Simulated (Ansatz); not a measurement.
`C#CNC` and `C#CN[AsH][SiH3]` differ in one atom or group.

Ansatz, PBE0-D4/def2-TZVP geometries, multiplicity 1. Each molecule was computed in one conformer, which needn't be the lowest.

Scalar relativity is left out up to krypton.

```csv
property,`C#CNC`
"ideal-gas entropy at 298 K and 1 bar (rigid rotor, harmonic PBE0-D4/def2-TZVP) / J/(mol·K)",290
LUMO energy (B3LYP/def2-TZVPP) / eV,0.50
HOMO energy (ωB97M-V/def2-TZVPP) / eV,-8.44
HOMO–LUMO gap (PBE0/def2-TZVPP) / eV,7.07
size of the dipole moment (ωB97M-V/def2-TZVPP) / D,1.82
zero-point energy (PBE0-D4/def2-TZVP) / kJ/mol,192.1
```

Problem. Give the same properties after the change, and the shifts. (Estimate.)

Solution. Ansatz gave: 
```tsv
property	`C#CN[AsH][SiH3]`	shift
ideal-gas entropy at 298 K and 1 bar (rigid rotor, harmonic PBE0-D4/def2-TZVP) / J/(mol·K)	383	93
LUMO energy (B3LYP/def2-TZVPP) / eV	-1.04	-1.54
HOMO energy (ωB97M-V/def2-TZVPP) / eV	-8.45	-0.01
HOMO–LUMO gap (PBE0/def2-TZVPP) / eV	5.49	-1.58
size of the dipole moment (ωB97M-V/def2-TZVPP) / D	1.98	0.16
zero-point energy (PBE0-D4/def2-TZVP) / kJ/mol	178.1	-14.0
```

With PBE0 the HOMO falls by 0.10 eV and the LUMO falls by 1.67 eV, so the gap narrows by about 1.57 eV. PBE moves the HOMO by -0.17 eV and ωB97M-V by -0.01 eV. The zero-point energy changes by -14.0 kJ/mol with +6 modes. Dipoles are sizes alone; their direction can turn. Modes under 60 cm⁻¹, often nearly free rotors, make the harmonic entropy too high.

B3LYP here is the variant with VWN-RPA as its local correlation; programs differ in this.
